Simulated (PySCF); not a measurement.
One of the candidates below gave these computed data.

All candidates are C5H8ClF3Si.

| technique | computed result |
| --- | --- |
| 13C NMR | chemical shifts (computed TMS as zero) by class: 144.6 (1 C), 133.4 (1 C), 108.8 (1 C), 33.7 (1 C), 21.8 (1 C) ppm [GIAO PBE0/pcSseg-1] |
| NMR, other nuclei | isotropic shieldings of nuclei other than C and H, by class: 320 (1 F), 325 (1 F), 328 (1 F), 356 (1 Si), 646 (1 Cl) ppm [GIAO PBE0/pcSseg-1] |
| 1H NMR | chemical shifts (computed TMS as zero) by class: 7.02 (1 H), 5.97 (1 H), 4.84 (1 H), 2.05 (1 H), 2.05 (1 H), 1.96 (3 H) ppm [GIAO PBE0/pcSseg-1] |
| Rotational structure | rotational constants A, B, C: 2.223, 0.351, 0.335 GHz [GFN2-xTB] |
| Dipole | 0.81 D [PBE0/pcSseg-1] |

Gas-phase values; electronic properties from PySCF, density fitting. Levels stand in brackets. One conformer (not necessarily the lowest) at the GFN2-xTB geometry, without solvent, vibrations or thermal averaging. GFN2-xTB frequencies show an imaginary mode (74i cm⁻¹), so this geometry is no minimum at that level. NMR values are class means; diastereotopic atoms form classes of their own.

Question: Which candidate is it?
A. `FC(F)(F)[C@@H](Cl)[C@@H]1CC[SiH2]1`
B. `C/C(=C/[C@H](F)Cl)C[SiH](F)F`
C. `C/C(=C\Cl)[C@@H]([SiH3])C(F)(F)F`
D. `C/C(=C\[C@@H](F)Cl)C[SiH](F)F`

Answer: D. It is `C/C(=C\[C@@H](F)Cl)C[SiH](F)F`. Numbering: `[CH3:1]/[C:2](=[CH:3]\[C@@H:4]([F:5])[Cl:6])[CH2:7][SiH:8]([F:9])[F:10]`. Its formula, C5H8ClF3Si, gives 1 degree of unsaturation: 0 rings and 1 π bond in the structure found. 5 carbons fall into 5 classes; from least to most shielded: fully substituted alkene carbon [C2] (144.6 ppm), alkene CH carbon [C3] (133.4 ppm), sp3 C–F carbon [C4] (108.8 ppm), sp3 carbon bound to silicon [C7] (33.7 ppm), allylic carbon [C1] (21.8 ppm). Hydrogen classes from least to most shielded: 1 H on an sp3 C–F carbon, C4 (7.02 ppm), 1 H on an alkene CH carbon, C3 (5.97 ppm), 1 H on a fluorine-bound silicon, Si8 (4.84 ppm), 1 H on an sp3 carbon bound to silicon, C7 (2.05 ppm), 1 H on an sp3 carbon bound to silicon, C7 (2.05 ppm), 3 H on an allylic carbon, C1 (1.96 ppm, a mean of values up to 0.7 ppm apart in this geometry). The other shieldings belong to: 320 ppm, silicon-bound fluorine [F9]; 325 ppm, silicon-bound fluorine [F10]; 328 ppm, alkyl fluorine [F5]; 356 ppm, fluorine-bound silicon [Si8]; 646 ppm, chlorine on a fluorinated carbon [Cl6]. The optimised geometry has point group C1 and is an asymmetric top.

The others, at the same levels:
- `C/C(=C/[C@H](F)Cl)C[SiH](F)F` fails: its computed 13C shifts are 155.3 (1 C), 127.5 (1 C), 107.5 (1 C), 29.3 (1 C), 28.7 (1 C) ppm, 1H shifts are 6.65 (1 H), 5.89 (1 H), 4.86 (1 H), 3.28 (1 H), 2.06 (3 H), 1.92 (1 H) ppm and rotational constant A is 1.439 GHz (against 2.223 GHz).
- `FC(F)(F)[C@@H](Cl)[C@@H]1CC[SiH2]1` fails: its computed 13C shifts are 134.4 (1 C), 71.6 (1 C), 30.9 (1 C), 27.8 (1 C), 7.3 (1 C) ppm, 1H shifts are 4.80 (1 H), 4.68 (1 H), 4.24 (1 H), 2.71 (1 H), 2.39 (1 H), 2.03 (1 H), 1.57 (1 H), 1.34 (1 H) ppm and rotational constant A is 1.389 GHz (against 2.223 GHz).
- `C/C(=C\Cl)[C@@H]([SiH3])C(F)(F)F` fails: its computed 13C shifts are 139.1 (1 C), 136.7 (1 C), 128.9 (1 C), 40.6 (1 C), 21.5 (1 C) ppm, 1H shifts are 6.39 (1 H), 4.03 (3 H), 2.41 (1 H), 2.05 (3 H) ppm and rotational constant A is 1.337 GHz (against 2.223 GHz).

Each candidate is one conformer, not necessarily the lowest. Dipoles, sizes and rotational constants follow the conformer. The torsions of the flexible species, by atom-mapped SMILES:
- `[CH3:1]/[C:2](=[CH:3]\[C@@H:4]([F:5])[Cl:6])[CH2:7][SiH:8]([F:9])[F:10]`: C2–C3–C4–F5 160°, C1–C2–C7–Si8 -78°, C2–C7–Si8–F9 177°
- `[CH3:1]/[C:2](=[CH:3]/[C@H:4]([F:5])[Cl:6])[CH2:7][SiH:8]([F:9])[F:10]`: C2–C3–C4–F5 48°, C1–C2–C7–Si8 86°, C2–C7–Si8–F9 -61°
- `[F:1][C:2]([F:3])([F:4])[C@@H:5]([Cl:6])[C@@H:7]1[CH2:8][CH2:9][SiH2:10]1`: F1–C2–C5–Cl6 -66°, C2–C5–C7–C8 175°
- `[CH3:1]/[C:2](=[CH:3]\[Cl:4])[C@@H:5]([SiH3:6])[C:7]([F:8])([F:9])[F:10]`: C1–C2–C5–Si6 95°, C2–C5–C7–F8 46°
